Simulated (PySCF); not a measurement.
## Bonding in `C[Si@H]([SiH2]S[SiH3])S[SiH3]`

Compound: CH₁₂S₂Si₄.
Atom-mapped SMILES: `[CH3:1][Si@H:2]([SiH2:3][S:4][SiH3:5])[S:6][SiH3:7]` (hydrogens: H8, H9, H10 on C1; H11 on Si2; H12, H13 on Si3; H14, H15, H16 on Si5; H17, H18, H19 on Si7)

Cartesian coordinates in Å at the GFN2-xTB level; atoms count from 1:
```xyz
19
CH12S2Si4 angstrom
C      1.152    1.105   -1.476
Si     0.811   -0.237   -0.169
Si    -1.267   -0.084    0.813
S     -2.628   -0.330   -0.847
Si    -4.558   -0.200    0.067
S      2.150    0.024    1.521
Si     4.103    0.132    0.658
H      1.177    2.096   -1.029
H      2.100    0.946   -1.985
H      0.367    1.099   -2.227
H      1.173   -1.538   -0.750
H     -1.619    1.200    1.426
H     -1.632   -1.114    1.787
H     -5.469   -0.479   -1.027
H     -4.710    1.147    0.601
H     -4.621   -1.193    1.131
H      4.272   -1.007   -0.235
H      4.209    1.385   -0.078
H      4.983    0.087    1.811
```

Bond orders from the PBE0/pcSseg-1 density (PySCF). Isolated species at its GFN2-xTB geometry (one conformer only).

(1) How far do the computed orders between heavy atoms stray from the drawn ones?

(2) Give the Mayer order of every bond, beside its length.

## Answers

(1) The largest departure is 0.088, at Si2–Si3 (drawn single, 0.912).

(2) 
| bond | drawn as | length (Å) | Mayer order |
| --- | --- | --- | --- |
| C1–Si2 | single | 1.904 | 0.946 |
| Si2–Si3 | single | 2.303 | 0.912 |
| Si3–S4 | single | 2.161 | 0.942 |
| S4–Si5 | single | 2.140 | 0.933 |
| Si2–S6 | single | 2.172 | 0.960 |
| S6–Si7 | single | 2.138 | 0.937 |
| C1–H8 | single | 1.088 | 0.950 |
| C1–H9 | single | 1.088 | 0.952 |
| C1–H10 | single | 1.086 | 0.951 |
| Si2–H11 | single | 1.470 | 0.918 |
| Si3–H12 | single | 1.466 | 0.914 |
| Si3–H13 | single | 1.464 | 0.914 |
| Si5–H14 | single | 1.451 | 0.947 |
| Si5–H15 | single | 1.457 | 0.925 |
| Si5–H16 | single | 1.457 | 0.925 |
| Si7–H17 | single | 1.457 | 0.922 |
| Si7–H18 | single | 1.458 | 0.924 |
| Si7–H19 | single | 1.451 | 0.948 |

Bonds between the same two heavy elements. S–Si: lowest S4–Si5 (0.933, 2.140 Å), highest Si2–S6 (0.960, 2.172 Å); in 2 of the 6 pairs the longer bond (by over 0.003 Å) has the higher order (by 0.02 or more).

**Question.** Sum the orders of all bonds at each heavy atom with more than one neighbour and set the sums beside the valence in the SMILES.

**Answer.** C1 3.799 (drawn 4), Si2 3.736 (drawn 4), Si3 3.682 (drawn 4), S4 1.875 (drawn 2), Si5 3.730 (drawn 4), S6 1.897 (drawn 2), Si7 3.731 (drawn 4). Orders between atoms that aren't bonded are not in these sums.

The Mayer order sums products of elements of PS (density times overlap matrix) between the two atoms' basis functions, so it depends on the basis set.
